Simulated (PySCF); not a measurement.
Atomic charges by several schemes

Compound: C₆H₁₁OP.
Z-matrix (Å and degrees, GFN2-xTB geometry), rows numbered from 1:
```
C 
C   1  1.3190
C   2  1.4853  1  122.50
C   3  1.5519  2  117.97  1   128.56
C   4  1.5171  3  115.40  2    93.52
C   4  1.5448  3   96.98  2  -144.20
P   6  1.8436  4   89.82  3    19.87
O   7  1.4630  3  123.63  2   -99.43
H   1  1.0813  2  120.31  3     0.32
H   1  1.0764  2  122.76  3   179.45
H   2  1.0833  1  121.54  3  -179.99
H   3  1.0986  2  110.47  1  -104.86
H   4  1.0929  3  109.12  2   -30.48
H   5  1.0884  4  110.56  3    55.00
H   5  1.0882  4  110.40  3   174.96
H   5  1.0881  4  110.54  3   -65.12
H   6  1.0922  4  111.41  3   -90.57
H   6  1.0873  4  116.13  3   143.72
H   7  1.3938  3  106.22  2    36.81
```

Density: PBE0/pcSseg-1 (PySCF); schemes: Mulliken, IAO, Hirshfeld and ESP-fitted. Isolated species at its GFN2-xTB geometry (one conformer only).

Problem. Give the atomic charges in each scheme.

Solution. In e:

| atom | environment | Mulliken | IAO | Hirshfeld | ESP-fitted |
| --- | --- | --- | --- | --- | --- |
| C1 | terminal =CH2 carbon | -0.162 | -0.316 | -0.101 | -0.473 |
| C2 | alkene CH carbon | -0.121 | -0.136 | -0.042 | -0.121 |
| C3 | sp3 carbon bound to phosphorus | -0.468 | -0.372 | -0.069 | -0.267 |
| C4 | four-membered-ring carbon | -0.338 | -0.101 | -0.020 | +0.312 |
| C5 | methyl carbon | -0.165 | -0.417 | -0.116 | -0.479 |
| C6 | sp3 carbon bound to phosphorus | -0.397 | -0.533 | -0.119 | -0.513 |
| P7 | phosphoryl phosphorus | +0.892 | +1.381 | +0.406 | +0.806 |
| O8 | phosphoryl oxygen | -0.588 | -0.891 | -0.400 | -0.624 |
| H9 | vinylic hydrogen | +0.134 | +0.144 | +0.044 | +0.207 |
| H10 | vinylic hydrogen | +0.121 | +0.156 | +0.050 | +0.198 |
| H11 | vinylic hydrogen | +0.106 | +0.145 | +0.048 | +0.150 |
| H12 | methine hydrogen | +0.173 | +0.160 | +0.053 | +0.161 |
| H13 | methine hydrogen | +0.127 | +0.135 | +0.038 | +0.011 |
| H14 | methyl hydrogen | +0.108 | +0.139 | +0.043 | +0.120 |
| H15 | methyl hydrogen | +0.123 | +0.146 | +0.044 | +0.130 |
| H16 | methyl hydrogen | +0.119 | +0.142 | +0.043 | +0.121 |
| H17 | methylene hydrogen | +0.154 | +0.157 | +0.052 | +0.165 |
| H18 | methylene hydrogen | +0.154 | +0.153 | +0.046 | +0.139 |
| H19 | P–H hydrogen | +0.027 | -0.094 | -0.001 | -0.043 |

Mean size of the charges over all atoms: IAO 0.301 e, ESP-fitted 0.265 e, Mulliken 0.236 e, Hirshfeld 0.091 e. Each set sums to the total charge, 0, to within 0.001 e. The Mulliken scheme gives each basis function's population to the atom it is centred on and halves the overlap population of two atoms between them. The ESP scheme is a least-squares fit of atom-centred charges to the potential on four shells outside the van der Waals surface, with the total charge fixed.

Lowest charge. All schemes agree: Mulliken O8 (-0.588); IAO O8 (-0.891); Hirshfeld O8 (-0.400); ESP-fitted O8 (-0.624).

Highest charge. All schemes agree: Mulliken P7 (+0.892); IAO P7 (+1.381); Hirshfeld P7 (+0.406); ESP-fitted P7 (+0.806).

Problem. How closely do the schemes follow one another over all atoms?

Solution. Correlation coefficient and root-mean-square difference: IAO with Hirshfeld 0.97, 0.301 e; Mulliken with IAO 0.96, 0.166 e; IAO with ESP-fitted 0.92, 0.183 e; Mulliken with Hirshfeld 0.92, 0.192 e; Hirshfeld with ESP-fitted 0.90, 0.218 e; Mulliken with ESP-fitted 0.83, 0.194 e.

Problem. Sum the charges by element, for elements with more than one atom.

Solution. 
| element | atoms | Mulliken | IAO | Hirshfeld | ESP-fitted |
| --- | --- | --- | --- | --- | --- |
| C | 6 | -1.651 | -1.874 | -0.467 | -1.540 |
| H | 11 | +1.347 | +1.384 | +0.460 | +1.358 |

The run behind these numbers computed NMR shieldings as well. Rough CPU time on one thread of a shared machine: about 1.7 min.
